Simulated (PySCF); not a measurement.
H₃MgNSe, SMILES [NH2][Mg][SeH].

Geometry optimised at B3LYP-D3(BJ)/def2-TZVP. The values are those of a single conformer.

These are TDDFT-ωB97X/def2-SVPD in PySCF 2.14.0 values and carry that method's errors.

Vertical excitations. Isolated molecule, no solvent. State labels are in the subgroup Cs.

Computed UV-visible absorptions:
```csv
state,symmetry,energy (eV),λ (nm),f,main pairs
S1,A',4.60,269,0.062,HOMO−1→LUMO 89 %
S2,A",4.73,262,0.071,HOMO→LUMO 90 %
S3,A",5.51,225,0.001,"HOMO→LUMO+4 43 %, HOMO→LUMO+2 37 %, HOMO→LUMO+3 10 %"
S4,A",5.67,219,0.000,"HOMO−1→LUMO+1 79 %, HOMO−1→LUMO+5 18 %"
S5,A',5.91,210,0.038,"HOMO−2→LUMO 55 %, HOMO→LUMO+1 28 %"
S6,A",6.14,202,0.000,"HOMO→LUMO+2 38 %, HOMO→LUMO+7 33 %, HOMO→LUMO+3 13 %, HOMO→LUMO+8 9 %"
S7,A',6.22,199,0.002,"HOMO−1→LUMO+2 56 %, HOMO→LUMO+1 21 %"
S8,A',6.39,194,0.316,"HOMO−1→LUMO+2 23 %, HOMO−2→LUMO 21 %, HOMO→LUMO+1 19 %, HOMO−2→LUMO+4 8 %"
S9,A',6.63,187,0.018,"HOMO−1→LUMO+3 63 %, HOMO−1→LUMO+6 13 %"
S10,A',6.97,178,0.232,"HOMO−2→LUMO+2 47 %, HOMO−2→LUMO+4 25 %, HOMO−2→LUMO 10 %, HOMO→LUMO+1 9 %"
T1,A',4.46,278,0,HOMO−1→LUMO 86 %
T2,A",4.55,272,0,HOMO→LUMO 82 %
T3,A",5.24,237,0,"HOMO→LUMO+4 45 %, HOMO→LUMO+2 19 %, HOMO→LUMO+7 14 %, HOMO→LUMO+3 10 %"
T4,A',5.50,225,0,"HOMO−2→LUMO 73 %, HOMO−1→LUMO+2 14 %"
```
Triplets are in the Tamm–Dancoff approximation, which puts them higher than full response would, so one can lie above its singlet here.
